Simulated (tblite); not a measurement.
A geometry optimisation, step by step.

Species: C6H12F2OSi.
Atom-mapped SMILES: `[OH:1][C@@H:2]1[CH2:3][C@@H:4]([CH2:5][F:6])[SiH2:7][C@@H:8]1[CH2:9][F:10]` (hydrogens: H11 on O1; H12 on C2; H13, H14 on C3; H15 on C4; H16, H17 on C5; H18, H19 on Si7; H20 on C8; H21, H22 on C9)

Computed with GFN2-xTB (tblite), gas phase: L-BFGS steps from a force-field or distance-geometry start until the largest atomic force falls under 0.01 eV/Å. 5 of its 114 geometries are shown.

Step 0: E = -931.2685 eV, largest atomic force 1.165 eV/Å
```
atom  x, y, z in Å  |  force x, y, z in eV/Å
O1     -1.191    1.683   -0.671   -0.073   0.131  -0.138
C2     -0.900    0.928    0.484    0.448  -0.136   0.440
C3      0.622    1.008    0.799   -0.202  -0.033  -0.316
C4      1.379    0.233   -0.310   -0.592  -0.730   0.403
C5      2.808   -0.099    0.104   -0.252   0.847  -0.688
F6      2.814   -0.732    1.296    0.099  -0.392   0.596
Si7     0.266   -1.327   -0.637   -0.031   0.160   0.324
C8     -1.268   -0.557    0.285    0.914  -0.206  -0.693
C9     -2.575   -0.758   -0.467   -0.194   0.644   0.487
F10    -2.928   -2.074   -0.407   -0.105  -0.341  -0.110
H11    -0.985    2.614   -0.478   -0.063  -0.423  -0.136
H12    -1.484    1.339    1.321    0.030   0.015   0.132
H13     0.802    0.588    1.799    0.042  -0.022  -0.402
H14     0.959    2.052    0.800   -0.135  -0.058   0.113
H15     1.377    0.813   -1.231    0.216   0.198   0.090
H16     3.302   -0.745   -0.619    0.010  -0.174  -0.132
H17     3.399    0.822    0.207    0.053  -0.031   0.174
H18     0.763   -2.545    0.069   -0.188   0.418  -0.309
H19     0.051   -1.499   -2.088    0.056  -0.047   0.253
H20    -1.307   -1.072    1.257   -0.319   0.409  -0.136
H21    -3.393   -0.184    0.008    0.125  -0.163  -0.078
H22    -2.522   -0.469   -1.522    0.159  -0.066   0.127
```

Step 28: E = -931.4388 eV, largest atomic force 0.068 eV/Å
```
atom  x, y, z in Å  |  force x, y, z in eV/Å
O1     -1.189    1.548   -0.752   -0.012   0.025   0.049
C2     -0.888    0.911    0.476    0.007  -0.028   0.009
C3      0.607    1.008    0.785    0.012  -0.003  -0.010
C4      1.358    0.235   -0.305    0.016   0.000   0.002
C5      2.785   -0.071    0.106   -0.017  -0.006   0.003
F6      2.800   -0.904    1.202    0.013  -0.016  -0.024
Si7     0.261   -1.310   -0.622   -0.009   0.035   0.006
C8     -1.236   -0.573    0.312   -0.036  -0.002  -0.009
C9     -2.567   -0.726   -0.401   -0.017   0.014  -0.012
F10    -2.913   -2.054   -0.503    0.028   0.012   0.035
H11    -0.919    2.470   -0.695    0.027   0.015  -0.006
H12    -1.480    1.366    1.290   -0.012   0.022  -0.059
H13     0.803    0.551    1.755   -0.023   0.011  -0.003
H14     0.926    2.054    0.828    0.003   0.006   0.016
H15     1.403    0.850   -1.207    0.050  -0.012   0.010
H16     3.321   -0.597   -0.691    0.011   0.033   0.027
H17     3.338    0.829    0.403   -0.014  -0.020  -0.026
H18     0.772   -2.502    0.049   -0.013  -0.008  -0.036
H19     0.026   -1.491   -2.055    0.009  -0.017   0.027
H20    -1.330   -1.019    1.306    0.005   0.009  -0.006
H21    -3.379   -0.222    0.137   -0.016  -0.058   0.032
H22    -2.511   -0.333   -1.418   -0.011  -0.011  -0.025
```

Step 56: E = -931.4522 eV, largest atomic force 0.033 eV/Å
```
atom  x, y, z in Å  |  force x, y, z in eV/Å
O1     -1.151    1.545   -0.813    0.009  -0.015   0.003
C2     -0.890    0.940    0.439    0.000   0.012   0.013
C3      0.600    1.022    0.781   -0.017  -0.001   0.000
C4      1.363    0.244   -0.299    0.000   0.015   0.022
C5      2.778   -0.083    0.132    0.000   0.002   0.006
F6      2.778   -1.012    1.148   -0.011  -0.013   0.006
Si7     0.240   -1.278   -0.647    0.025   0.019   0.001
C8     -1.240   -0.544    0.317    0.013   0.012   0.003
C9     -2.586   -0.759   -0.346    0.003  -0.003  -0.011
F10    -2.815   -2.107   -0.505   -0.025  -0.015   0.009
H11    -0.799    2.441   -0.801   -0.008  -0.008  -0.005
H12    -1.498    1.433    1.216   -0.003   0.007   0.012
H13     0.764    0.552    1.753    0.000   0.022  -0.010
H14     0.934    2.063    0.845   -0.015  -0.026  -0.011
H15     1.443    0.865   -1.194    0.003  -0.009   0.009
H16     3.350   -0.522   -0.691    0.005  -0.013   0.013
H17     3.304    0.795    0.525    0.013   0.005  -0.015
H18     0.712   -2.504   -0.011    0.021  -0.010  -0.023
H19     0.007   -1.419   -2.082   -0.017  -0.007  -0.020
H20    -1.286   -0.972    1.322    0.011   0.015   0.009
H21    -3.414   -0.365    0.254    0.004  -0.012   0.003
H22    -2.605   -0.315   -1.343   -0.010   0.025  -0.013
```

Step 85: E = -931.4644 eV, largest atomic force 0.029 eV/Å
```
atom  x, y, z in Å  |  force x, y, z in eV/Å
O1     -1.136    1.468   -0.906   -0.007   0.004   0.002
C2     -0.890    0.951    0.388   -0.003  -0.001   0.000
C3      0.593    1.079    0.741    0.004   0.004   0.006
C4      1.392    0.278   -0.298    0.003  -0.002   0.008
C5      2.743   -0.153    0.238    0.009   0.011  -0.001
F6      2.597   -1.044    1.278   -0.022   0.004  -0.018
Si7     0.226   -1.177   -0.772    0.019  -0.007  -0.003
C8     -1.202   -0.543    0.324    0.012  -0.008  -0.007
C9     -2.586   -0.816   -0.229    0.003   0.005   0.002
F10    -2.743   -2.163   -0.472    0.010   0.002   0.014
H11    -0.777    2.361   -0.957   -0.007   0.001  -0.001
H12    -1.520    1.475    1.125   -0.004   0.008   0.003
H13     0.755    0.654    1.732    0.002  -0.007   0.009
H14     0.897    2.129    0.770    0.017   0.010  -0.014
H15     1.592    0.906   -1.169   -0.008   0.001   0.006
H16     3.327   -0.668   -0.532   -0.007  -0.001   0.005
H17     3.321    0.689    0.637   -0.007   0.003   0.014
H18     0.731   -2.470   -0.320   -0.004  -0.017  -0.014
H19    -0.089   -1.137   -2.198    0.006  -0.012  -0.015
H20    -1.133   -0.960    1.331   -0.012  -0.007   0.006
H21    -3.380   -0.532    0.470   -0.008   0.008   0.012
H22    -2.728   -0.304   -1.183    0.003   0.002  -0.009
```

Step 113: E = -931.4665 eV, largest atomic force 0.009 eV/Å
```
atom  x, y, z in Å  |  force x, y, z in eV/Å
O1     -1.149    1.465   -0.916   -0.001  -0.005  -0.002
C2     -0.887    0.953    0.377    0.000  -0.002   0.002
C3      0.596    1.096    0.722    0.003   0.000   0.003
C4      1.401    0.284   -0.304   -0.002   0.003  -0.004
C5      2.730   -0.171    0.266   -0.004   0.002  -0.003
F6      2.533   -1.086    1.276    0.005   0.000   0.000
Si7     0.231   -1.161   -0.805    0.000   0.001   0.003
C8     -1.184   -0.543    0.318   -0.001  -0.001  -0.003
C9     -2.577   -0.826   -0.204   -0.001  -0.002  -0.001
F10    -2.741   -2.178   -0.406   -0.001  -0.005   0.000
H11    -0.819    2.368   -0.967    0.002  -0.005   0.001
H12    -1.519    1.472    1.118    0.004   0.008   0.003
H13     0.761    0.688    1.720    0.004   0.002   0.008
H14     0.896    2.148    0.729    0.000   0.002   0.005
H15     1.629    0.911   -1.168    0.001   0.000  -0.009
H16     3.338   -0.674   -0.493   -0.005   0.000   0.003
H17     3.299    0.656    0.709    0.000  -0.003   0.003
H18     0.729   -2.471   -0.398    0.002   0.001   0.000
H19    -0.090   -1.090   -2.229    0.000   0.001  -0.003
H20    -1.094   -0.962    1.323   -0.003   0.001  -0.004
H21    -3.358   -0.519    0.501   -0.001   0.004   0.004
H22    -2.734   -0.339   -1.169   -0.002  -0.003  -0.007
```

Question: Summarise the path.

Answer: The energy falls by 19.11 kJ/mol from step 0 to step 113; nine tenths of that is first reached at step 38. It falls at every step. The largest force goes from 1.165 to 0.009 eV/Å. Among the bonds Si7–C8 changes most, from 1.949 to 1.909 Å; the atoms move by 0.331 Å rms after alignment.

Question: Follow the three bonds and two angles with the largest change from start to end.

Answer: 
```
step  E above end (kJ/mol)  largest force (eV/Å)  Si7–C8 (Å)  Si7–H18 (Å)  C5–F6 (Å)  Si7–C8–H20 (°)  O1–C2–C8 (°)
   0                 19.11                 1.165       1.949        1.492      1.350           105.2         111.2
   5                  7.32                 0.153       1.908        1.456      1.374           108.4         109.2
  10                  5.73                 0.136       1.909        1.461      1.379           110.2         108.6
  15                  4.74                 0.118       1.915        1.463      1.373           110.9         107.9
  20                  3.90                 0.081       1.912        1.458      1.378           110.1         107.1
  25                  3.00                 0.084       1.912        1.462      1.377           110.5         106.9
  29                  2.59                 0.077       1.913        1.460      1.378           110.8         107.2
  34                  2.16                 0.063       1.912        1.461      1.376           110.7         107.3
  39                  1.81                 0.050       1.914        1.460      1.378           110.4         107.7
  44                  1.65                 0.033       1.915        1.460      1.376           110.2         107.5
  49                  1.52                 0.040       1.914        1.461      1.378           110.2         107.5
  54                  1.42                 0.034       1.913        1.459      1.376           110.2         107.4
  59                  1.28                 0.049       1.913        1.461      1.378           110.4         107.6
  64                  1.02                 0.067       1.913        1.458      1.377           110.9         107.2
  69                  0.66                 0.043       1.912        1.460      1.377           111.2         106.8
  74                  0.46                 0.038       1.909        1.460      1.377           111.2         106.5
  79                  0.34                 0.035       1.910        1.460      1.377           111.0         106.4
  84                  0.21                 0.027       1.909        1.459      1.377           110.9         106.4
  88                  0.15                 0.027       1.910        1.460      1.377           110.9         106.4
  93                  0.10                 0.018       1.910        1.460      1.377           110.9         106.4
  98                  0.08                 0.022       1.909        1.459      1.377           110.7         106.4
 103                  0.05                 0.020       1.910        1.460      1.377           110.8         106.4
 108                  0.02                 0.015       1.909        1.460      1.377           110.8         106.5
 113                  0.00                 0.009       1.909        1.459      1.377           110.9         106.4
```

What follows is the cost of the whole relaxation. Time: 3.1 s of wall time. Hardware: one thread, Intel Xeon at 2.50 GHz (x86_64), shared host with 64 logical CPUs at a one-minute load of 57.
